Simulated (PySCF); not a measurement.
## Si2H4NClF2

The system: Si2H4NClF2, a small molecule; neutral, singlet. The structure, one conformer, was relaxed in the gas phase by PBE0-D3(BJ)/def2-SVP. No frequency run checks that it is a minimum.

SMILES: F[Si](F)(Cl)N[SiH3]

Coordinates in Å:
```
Si1    -1.120    0.159    1.122
N2      0.045    0.660    0.002
Si3     1.065   -0.358   -1.006
F4     -2.590   -0.004    0.496
F5     -0.733   -1.301    1.664
Cl6    -1.269    1.471    2.669
H7      0.221    1.661   -0.036
H8      2.410   -0.578   -0.397
H9      0.374   -1.665   -1.170
H10     1.246    0.311   -2.327
```

Shieldings: GIAO PBE0/pcSseg-2. Shifts are against computed references at the same level: H TMS (σ 31.24 ppm), Si TMS (σ 341.3 ppm). Core levels by delta-SCF with SCAN, pcX-2 on the ionised atom and pcseg-1 elsewhere, spin-free X2C (2p3/2 is the spin-free 2p value less a third of a first-order spin-orbit splitting); from the vacuum level, for chosen atoms.

Question: Give the NMR and core-level values of the distinct atoms.

Answer: 
| atoms | bonded to | σ (ppm) | δ (ppm) | core level (eV) |
| --- | --- | --- | --- | --- |
| Si1 | 1 Cl + 2 F + 1 N | 392.9 | -51.6 | 2p3/2 109.97 |
| N2 | 2 Si + 1 H | 233.0 | - | 1s 405.34 |
| Si3 | 1 N + 3 H | 394.3 | -53.0 | - |
| F4 | 1 Si | 295.2 | - | 1s 693.03 |
| F5 | 1 Si | 312.4 | - | 1s 693.18 |
| Cl6 | 1 Si | 898.2 | - | 2p3/2 206.81 |
| H7 | 1 N | 30.33 | 0.91 | - |
| H8 H9 H10 | 1 Si | 26.47 | 4.78 | - |

Values are those of this one static structure, with the three H of a rotating XH3 group averaged; atoms that internal rotation interchanges would show their mean in an NMR spectrum.

Question: By CAM-B3LYP/def2-SVPD (TDDFT singlets, Tamm-Dancoff triplets, ionisation by delta-SCF), where does absorption start, and what does vertical ionisation take?

Answer: The lowest singlet lies at 6.92 eV (f 0.005), the strongest of the first 6 at 8.56 eV (f 0.062), the lowest triplet at 6.54 eV; vertical ionisation takes 10.71 eV.
